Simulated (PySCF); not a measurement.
Removing an electron from `[SiH3]Sc1ccccn1`

Compound: C₅H₇NSSi.
Geometry (PBE0-D3(BJ)/def2-SVP, Å), atoms numbered from 1 in this order:
```
atom  x, y, z in Å
Si1    2.9070   -0.1124    0.2878
S2     1.6854    1.2778   -0.8437
C3     0.1374    0.5774   -0.3695
C4    -1.0716    1.1194   -0.8297
C5    -2.2516    0.5153   -0.4181
C6    -2.1976   -0.5951    0.4276
C7    -0.9460   -1.0515    0.8272
N8     0.1907   -0.4785    0.4378
H9     2.6983   -0.0049    1.7568
H10    4.2738    0.4036   -0.0388
H11    2.8010   -1.5126   -0.2031
H12   -1.0728    1.9888   -1.4893
H13   -3.2135    0.9092   -0.7556
H14   -3.1054   -1.0948    0.7695
H15   -0.8485   -1.9177    1.4904
```

Level: PBE0/def2-SVPD (PySCF). Frontier orbitals with their largest atomic shares (Löwdin; up to four atoms above 4 %):

| orbital | ε (eV) | main atoms |
| --- | --- | --- |
| HOMO−3 | -8.84 | C6 19 %, C5 17 %, C3 13 %, S2 11 % |
| HOMO−2 | -8.59 | C4 21 %, N8 20 %, C7 16 %, C5 14 % |
| HOMO−1 | -7.91 | N8 51 %, C7 9 %, S2 8 %, C3 7 % |
| HOMO | -6.73 | ? |
| LUMO | -1.19 | C5 24 %, N8 21 %, C7 14 %, C4 13 % |
| LUMO+1 | -0.82 | C3 20 %, C6 19 %, C7 15 %, C4 15 % |
| LUMO+2 | 0.04 | S2 40 %, Si1 25 %, H11 9 %, H9 9 % |

Task: What vertical ionisation energy does ΔSCF give, and how far is −ε(HOMO) from it?

Result: ΔSCF: 8.44 eV (814 kJ/mol; threshold wavelength 147 nm); ⟨S²⟩ of the doublet left behind is 0.768, against 0.75 for a pure doublet. −ε(HOMO) is 6.73 eV, 1.71 eV below it. For the exact functional −ε(HOMO) would equal the first vertical ionisation energy; PBE0 (global hybrid, 25 % exact exchange) falls short of its own ΔSCF value by 20 %. Holes in the HOMO−1 and HOMO−2 were tried too where these lie within 1.2 eV of the HOMO; the lowest converged state counts.

Task: On which atoms does the HOMO lie?

Result: S2 (sulfur bonded to C and Si) 46 %, C6 (aromatic CH carbon) 11 %, C3 (substituted aromatic carbon) 10 %, C4 (aromatic CH carbon) 9 %. The HOMO−1 lies 1.18 eV lower.

Task: How many of the 10 lowest singlet excitations (vertical TDDFT, same level) lie below the ionisation energy?

Result: All 10; they run from 4.58 to 6.79 eV.

Task: With α = 114.9 au, estimate the like-pair dispersion coefficient by London's formula C6 = (3/4)α²I.

Result: I = 0.3102 Eh, so C6 ≈ 3070 au, a rough estimate.

Isolated species at its PBE0-D3(BJ)/def2-SVP geometry (one conformer only).

These values come from a run that also computed excited states and ΔSCF ions. Hardware: one thread of an Arm Neoverse V2, shared host. Cost: 2.6 min.
